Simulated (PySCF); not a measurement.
# Zn (zinc, neutral) across methods

[Ar] 3d10 4s2, closed-shell 1S. Computed with PySCF 2.14 in aug-cc-pVQZ-DK, with scalar relativity by spin-free X2C-1e. The B2PLYP total includes its PT2 part (frozen core); its orbital energies are those of the SCF part.

```json
{"method": "UHF", "E (hartree)": "-1794.26868", "mean ε 3p (eV)": "-105.47", "mean ε 3d (eV)": "-20.718", "mean ε 4s (eV)": "-8.123", "Σ⟨r²⟩ (bohr²)": "34.40", "⟨S²⟩": "0.000"}
{"method": "MN15", "E (hartree)": "-1797.160", "mean ε 3p (eV)": "-87.431", "mean ε 3d (eV)": "-14.431", "mean ε 4s (eV)": "-7.538", "Σ⟨r²⟩ (bohr²)": "33.50", "⟨S²⟩": "0.000"}
{"method": "PBE", "E (hartree)": "-1795.685", "mean ε 3p (eV)": "-83.349", "mean ε 3d (eV)": "-10.141", "mean ε 4s (eV)": "-5.977", "Σ⟨r²⟩ (bohr²)": "33.03", "⟨S²⟩": "0.000"}
{"method": "r2SCAN", "E (hartree)": "-1795.895", "mean ε 3p (eV)": "-86.014", "mean ε 3d (eV)": "-10.463", "mean ε 4s (eV)": "-6.216", "Σ⟨r²⟩ (bohr²)": "32.74", "⟨S²⟩": "0.000"}
{"method": "LDA", "E (hartree)": "-1792.940", "mean ε 3p (eV)": "-83.202", "mean ε 3d (eV)": "-10.433", "mean ε 4s (eV)": "-6.215", "Σ⟨r²⟩ (bohr²)": "32.70", "⟨S²⟩": "0.000"}
{"method": "BHandHLYP", "E (hartree)": "-1795.870", "mean ε 3p (eV)": "-94.620", "mean ε 3d (eV)": "-15.650", "mean ε 4s (eV)": "-7.403", "Σ⟨r²⟩ (bohr²)": "33.26", "⟨S²⟩": "0.000"}
{"method": "B2PLYP", "E (hartree)": "-1795.652", "mean ε 3p (eV)": "-95.074", "mean ε 3d (eV)": "-15.755", "mean ε 4s (eV)": "-7.306", "Σ⟨r²⟩ (bohr²)": "33.47", "⟨S²⟩": "0.000"}
{"method": "PBE0", "E (hartree)": "-1795.673", "mean ε 3p (eV)": "-89.043", "mean ε 3d (eV)": "-12.898", "mean ε 4s (eV)": "-6.700", "Σ⟨r²⟩ (bohr²)": "33.05", "⟨S²⟩": "0.000"}
```
